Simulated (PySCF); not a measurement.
O₂W, SMILES [O]=[W]=[O], multiplicity 1.

Coordinates come from a PBE0-D3(BJ)/def2-TZVP optimisation. The multiplicity is an assumed one; other spin states were not compared. The def2 effective core potentials stand for the cores of W; spin–orbit coupling is left out.

Two levels are set side by side: TDDFT-PBE/def2-TZVPD (PySCF) and TDDFT-ωB97X/def2-TZVPD (PySCF). Vertical, same geometry. The lowest singlet is HOMO→LUMO 103 % with PBE and HOMO→LUMO 101 % with the other functional; states are paired by order. Differences are taken from unrounded values.

```csv
quantity,TDDFT-PBE
lowest singlet excitation (eV),1.64
lowest triplet excitation (TDA) (eV),0.46
first bright state (f over 0.05) (eV),3.97
its oscillator strength,0.06
```

These are the TDDFT-PBE values. What does TDDFT-ωB97X give? (Estimate from the structure and the level; the computed values follow.)


| quantity | TDDFT-ωB97X | TDDFT-PBE minus TDDFT-ωB97X |
|---|---|---|
| lowest singlet excitation (eV) | 1.36 | 0.28 |
| lowest triplet excitation (TDA) (eV) | 0.31 | 0.14 |
| first bright state (f over 0.05) (eV) | 3.91 | 0.07 |
| its oscillator strength | 0.06 | 0.01 |

Rough cost on one machine, each run with all the roots and properties that it gave: TDDFT-ωB97X against TDDFT-PBE about 8 times.
